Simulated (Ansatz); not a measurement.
`C[CH](C)[GeH]` + CH₃OH → `C[O][GeH]` + `CCC` at 500 K and 1 bar (ligand exchange at a Ge–C bond).

Isolated molecules relaxed with PBE0-D4/def2-TZVP in Ansatz; ΔE leaves out vibrations. CBS: MP2 limit from def2 TZ/QZ plus the TZ coupled-cluster correction, frozen cores. This one scheme is used for every species. For Ge outer-core shells are correlated without core-valence functions, which leaves a few kJ/mol of doubt a bond. Scalar relativity is left out up to krypton.

| species | CCSD(T)/CBS energy (Eh) | H − E (kJ/mol) | S (J/(mol·K)) |
| --- | --- | --- | --- |
| `C[CH](C)[GeH]` | -2195.04052 | 303.2 | 402.1 |
| CH₃OH | -115.61712 | 157.0 | 265.4 |
| `C[O][GeH]` | -2191.71863 | 156.4 | 332.3 |
| `CCC` | -118.98051 | 304.1 | 314.1 |

H − E and S are ideal-gas, rigid-rotor, harmonic terms from PBE0-D4/def2-TZVP, for one conformer and one mirror image of each species. 1 Eh = 2625.50 kJ/mol, R = 8.31446 J/(mol·K).

By hand: ΔE, ΔH, ΔS and ΔG.

ΔE = (-2191.71863) + (-118.98051) − (-2195.04052) − (-115.61712) = -0.04150 Eh = -109.0 kJ/mol. Δ(H − E) = 156.4 + 304.1 − 303.2 − 157.0 = 0.3, so ΔH = -108.7 kJ/mol. ΔS = 332.3 + 314.1 − 402.1 − 265.4 = -21.1 J/(mol·K). ΔG = -108.7 − 500 × (-21.1)/1000 = -98.2 kJ/mol.

By hand: the equilibrium constant, and the temperature at which ΔG would vanish if ΔH and ΔS stayed fixed.

log₁₀ K = −ΔG/(RT ln 10) = 10.3. ΔG = 0 at ΔH/ΔS = 5152 K, far beyond where these terms or the molecules hold.

ΔH outweighs TΔS. A doubt of 5 kJ/mol in ΔE shifts log₁₀ K by 0.5 here. Other conformers and mirror images would add mixing entropy, several J/(mol·K) or more a flexible species. Modes under 60 cm⁻¹, often nearly free rotors, make the harmonic entropy too high. These are equilibria of isolated gas molecules and say nothing of rates. Largest T1 diagnostic: 0.016 (customary marks: 0.02 for closed shells, 0.045 for open ones).
